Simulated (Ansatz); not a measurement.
**A ladder of methods for SiHCl2OF (SMILES O[Si](F)(Cl)Cl)**

SiHCl2OF has 6 atoms, charge 0, and is taken as a singlet. SMILES: `O[Si](F)(Cl)Cl`. Geometry: optimised at r2SCAN/def2-SVP. This is one conformer, not always the lowest.

```xyz
6

O    -0.5224    0.4639    1.1326
Si    0.2160    0.0155   -0.2509
F     1.6032   -0.7400    0.0508
Cl   -0.9298   -1.2819   -1.3368
Cl    0.6219    1.6982   -1.3074
H    -0.9467   -0.2199    1.6656
```

Quantity: the dissociation energy of the Si2–O1 bond into doublet SiCl2F and doublet OH (shapes relaxed at r2SCAN/def2-SVP, no zero-point term), in eV. The values are calculated.

| level | kind | program | value (eV) | less CCSD(T)/def2-SVP |
| --- | --- | --- | --- | --- |
| PBE/def2-SVP | GGA | Ansatz | 5.65 | +0.07 |
| r2SCAN/def2-SVP | meta-GGA | Ansatz | 5.60 | +0.02 |
| PBE0-D4/def2-SVP | global hybrid | Ansatz | 5.65 | +0.07 |
| CAM-B3LYP/def2-SVP | range-separated hybrid | Ansatz | 5.75 | +0.17 |
| B2PLYP/def2-SVP | double hybrid | Ansatz | 5.66 | +0.08 |
| RPA@PBE/def2-SVP | RPA | Ansatz | 5.21 | -0.37 |
| MP2/def2-SVP | perturbation theory | Ansatz | 5.88 | +0.30 |
| CCSD(T)/def2-SVP | coupled cluster or CI | Ansatz | 5.58 | 0.00 |

Differences are taken from CCSD(T)/def2-SVP for orientation; it has basis-set and higher-order errors of its own. The values span 5.21 to 5.88 eV. Measured bond enthalpies also hold zero-point and thermal terms, a few tenths of an eV less.
